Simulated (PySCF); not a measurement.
Gas-phase reaction: 4 InCH3 ⇌ 4 InH + C4H8 (cis-2-butene), at 1400 K and a standard pressure of 1 bar. Level: ωB97X-V/def2-TZVP†.

Energies from PySCF, thermal terms from the rigid-rotor harmonic-oscillator model, ideal gas at 1 bar. S°(298 K) at PBE0/def2-TZVP differs from the NASA 1993 table for C4H8 (cis-2-butene) (-6 J/mol/K); whether the harmonic model or the table's entry is off was not settled. † marks an energy on the PBE0/def2-TZVP geometry and frequencies. All species are closed-shell singlets. In: scalar-relativistic def2 core potential, no spin-orbit coupling. InCH3, InH: computed as isolated molecules; such fragments, hydroxides, amides, oligomers or adducts are transient or little studied in the gas. The harmonic model lacks anharmonicity and excited electronic states, which grow with temperature; levels with a mode under 35 cm⁻¹ are left out. Internal rotation in C4H8 (cis-2-butene) is treated as a harmonic vibration of one conformer, which makes the entropy rough.

```csv
species,E (Ha),H(1400 K) − E (kJ/mol),S°(1400 K) (J/mol/K)
InCH3,-230.01358,182.4,368.2
InH,-190.68809,54.5,258.2
C4H8 (cis-2-butene),-157.22953,491.7,535.1
```
E: electronic energy; H − E holds the zero-point and thermal terms. 1 Ha = 2625.5 kJ/mol.

### Question
Work out ΔH°, ΔS°, ΔG° and log10 K from these numbers.

### Answer
1. ΔE = 4×(-190.68809) + 1×(-157.22953) − 4×(-230.01358) = 0.07243 Ha = 190.2 kJ.
2. Δ(H − E) = 4×(54.5) + 1×(491.7) − 4×(182.4) = -19.9 kJ, so ΔH° = 170.3 kJ.
3. ΔS° = 4×(258.2) + 1×(535.1) − 4×(368.2) = 95.1 J/K; the number of gas molecules changes by +1.
4. ΔG° = ΔH° − TΔS° = 170.3 − 1400×(95.1)/1000 = 37.2 kJ.
5. log10 K = −ΔG°/(RT ln 10) = -1.39, with RT ln 10 = 26.80 kJ/mol; at standard pressures the reactants are favoured.
6. A shift of 10 kJ in ΔE would move log10 K by 0.37 here.
7. Lowering the total pressure from 1 bar to 0.01 bar multiplies the mole-fraction quotient K_x = K (p/p°)^(−Δn) by 10^2, which pushes the balance towards the products.
For scale, ΔH°(298 K) is 163 kJ at this level, 164 kJ at ωB97M-V/def2-TZVP†, and runs from -110 to 216 kJ over the 17 levels computed.
